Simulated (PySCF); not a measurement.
**How the functional moves excitation energies**

Species: carbonyl selenide, COSe.
SMILES: `O=C=[Se]`

Linear-response calculations in the def2-SVPD basis (PySCF; singlets by full response, triplets Tamm–Dancoff, core orbitals frozen in the response; HF means time-dependent Hartree–Fock). 'Strongest' is the level of largest summed f among the singlets computed (10 roots, of which the last may lack a degenerate partner); it can jump between rows when another state enters that window. S1 is the lowest singlet of each run and needn't be the same state throughout; f(S1) is that of one state. Isolated species at its PBE0-D3(BJ)/def2-SVP geometry, gas phase. The LDA/def2-SVPD calculation is non-relativistic and has no spin–orbit coupling, an omission that weighs most on selenium.

```csv
functional,kind,S1 (eV),f(S1),strongest (eV),T1 (eV),HOMO (eV),gap (eV),"ionisation energy, ΔSCF (eV)"
LDA,LDA,4.88,0.000,7.42,4.32,-7.20,4.88,10.89
PBE,GGA,4.92,0.000,7.36,4.22,-7.02,4.92,10.60
B3LYP,"global hybrid, 20% exact exchange",4.90,0.000,7.47,4.25,-7.91,6.48,10.68
PBE0,"global hybrid, 25% exact exchange",4.97,0.000,7.60,4.23,-8.15,6.95,10.65
BHandHLYP,"global hybrid, 50% exact exchange",4.97,0.000,7.72,4.29,-9.11,8.92,10.55
CAM-B3LYP,range-separated hybrid,4.83,0.000,7.54,4.23,-9.36,9.26,10.66
wB97X-D,range-separated hybrid,4.89,0.000,7.59,4.29,-9.94,10.48,10.65
LC-wPBE,range-separated hybrid,4.81,0.000,7.65,4.18,-10.65,11.64,10.61
HF,Hartree–Fock,5.20,0.000,8.01,4.34,-10.62,12.49,not settled
```

S1 runs from 4.81 eV (LC-wPBE) to 5.20 eV (HF), a spread of 0.39 eV, while the orbital gap spreads over 7.6 eV. −ε(HOMO) comes closest to its own ΔSCF ionisation energy with LC-wPBE (+0.04 eV) and misses most with LDA (-3.70 eV). 'Not settled' means that the ion's SCF failed to converge or may have ended in another state than the lowest.
